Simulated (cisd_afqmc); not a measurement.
Input (X2C-AFQMC/CISD/cc-pwCVTZ-DK; cisd_afqmc is a phaseless AFQMC code with CISD trial states that reads the integrals written by Ansatz): The .json basis holds the Basis Set Exchange's core-valence set for the 3d metal and cc-pVXZ-DK of the same size for its partners.

Ansatz 0.2 input:
```python
import cisd_afqmc

open("ham.yaml", "w").write("""\
crystal:
  periodic: [false, false, false]
  atoms:
    - {symbol: Sc, position_ang: [0.00000000, 0.00000000, 0.00000000]}
basis:
  gaussian:
    orbitals: cc-pwCVTZ-DK.json
magnetization: {spin_polarized: true, initial_magnetization: 1}
correlation: {method: ccsd, frozen_orbitals: {Sc: 5}, hamiltonian_folder: ham}
scf: {lower_state_search: full}
""")
rep = cisd_afqmc.ansatz("ham.yaml")
e_ccsd = rep["correlation"]["coupled_cluster"]["energy"]["hartree"]
out = cisd_afqmc.run("ham", e_ccsd, trial="CISD", walkers=100, populations=8, threads=8, dt=0.005, steps=40, early=36, settle=10, least=32,
    cut=5e-5, rank_cut=2e-4, target=0.0003, seconds=3000, seed=4, memory=17280, gpu=False)
```

Output:

```
orbitals 97, occupied [6, 5], factors 497 of 649, rank of the doubles 443 of 1006
E(HF) = -763.287618
E(CCSD) on the cut factors = -763.649721, shift to the whole factors -0.000004
Energy of the trial state on the determinant = -763.649743
  tau behind 10.8 of longer steps, mean of the populations' last blocks
   2.0  -763.66206
   4.0  -763.66285
   6.0  -763.66346
   8.0  -763.66244
  10.0  -763.66288
  12.0  -763.66236
  14.0  -763.66199
blocks 513 (0 outliers left out), error by blocks joined: 1: 0.00020, 2: 0.00023, 4: 0.00024, 8: 0.00026, 16: 0.00029
E(AFQMC/CISD) = -763.66261 +/- 0.00029
```

The determinant is spin-contaminated: <S^2> is 0.90, 0.15 over the pure value.

The run carries these doubts: other determinant than ccsd t, other ccsd than ccsd t.
